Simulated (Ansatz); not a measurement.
`[NH2][Y]([OH])[F]` + `N=CBN` → `[NH2][Y]([NH2])[F]` + `N=CBO`  (redistribution)

Isolated molecules relaxed with PBE0-D4/def2-TZVP in Ansatz; ΔE leaves out vibrations. CCSD(T)/CBS is the MP2 limit (def2-TZVPP, def2-QZVPP) plus CCSD(T) − MP2 in def2-TZVPP, frozen cores. Functionals use def2-TZVPP. B3LYP here is the variant with VWN-RPA as its local correlation; programs differ in this. HSE06 is defined as in plane-wave codes. def2 core potentials past Kr. For Y outer-core shells are correlated without core-valence functions, which leaves a few kJ/mol of doubt a bond. One conformer a species, not always the lowest.

| level | ΔE (kcal/mol) | difference from CCSD(T)/CBS |
| --- | --- | --- |
| PBE-D4 | 15.1 | -0.2 |
| r2SCAN-D4 | 15.3 | 0.0 |
| B3LYP-D4 | 15.9 | 0.6 |
| HSE06-D4 | 15.1 | -0.2 |
| CAM-B3LYP-D4 | 16.1 | 0.8 |
| B2PLYP | 15.7 | 0.4 |
| PBE0 | 15.1 | -0.2 |
| B3LYP | 15.9 | 0.6 |
| HSE06 | 15.1 | -0.2 |
| RPA@PBE/def2-TZVPP | 13.7 | -1.6 |
| HF/def2-SVP | 15.6 | 0.3 |
| MP2/def2-SVP | 15.5 | 0.2 |
| MP2/def2-TZVPP | 15.2 | -0.1 |
| HF/CBS(def2) | 15.9 | 0.6 |
| MP2/CBS(def2) | 15.9 | 0.6 |
| CCSD/CBS(def2) | 15.6 | 0.3 |
| CCSD(T)/CBS | 15.3 | 0 |

Largest T1 diagnostic among the species: 0.014.

Leaving LDA and LC-ωPBE aside and taking each functional with its dispersion term where it has one, the values, not all of them listed here, spread over 1.1 kcal/mol, from revPBE-D4 to CAM-B3LYP-D4.
